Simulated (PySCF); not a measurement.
BHO, SMILES [B]O (connectivity only; charge and spin as stated), neutral, multiplicity 1. Atoms are numbered in the order given.

```xyz
3

B      0.0000     0.0000    -0.8865
O      0.0000     0.0000     0.3867
H      0.0000     0.0000     1.3394
```
Charge 0, spin multiplicity 1.

The structure is a stationary point at PBE0-D3(BJ)/def2-TZVPD. The geometry has at least one imaginary mode, so it is a saddle point at that level.

Two levels are set side by side: PBE/pcSseg-2 (PySCF) and B3LYP/pcSseg-2 (PySCF). GIAO shifts against BF3 (¹¹B), H2O (¹⁷O), TMS (¹H) at the same level; non-relativistic, no solvent, atoms listed together averaged. Differences are taken from unrounded values.

```
quantity            B3LYP
------------------  -----
δ(¹¹B) of B1 (ppm)   10.2
δ(¹⁷O) of O2 (ppm)  137.8
δ(¹H) of H3 (ppm)    5.77
```

Problem. What does PBE give, and how far is it from B3LYP? (The exact figures need the calculation; the answer reports its results.)

Solution. 
```json
[
 {"quantity": "δ(¹¹B) of B1 (ppm)", "PBE": "4.1", "PBE minus B3LYP": "-6.1"},
 {"quantity": "δ(¹⁷O) of O2 (ppm)", "PBE": "140.6", "PBE minus B3LYP": "2.7"},
 {"quantity": "δ(¹H) of H3 (ppm)", "PBE": "5.76", "PBE minus B3LYP": "-0.01"}
]
```

Rough cost on one machine, each run with all the roots and properties that it gave: B3LYP against PBE within a factor of 2.
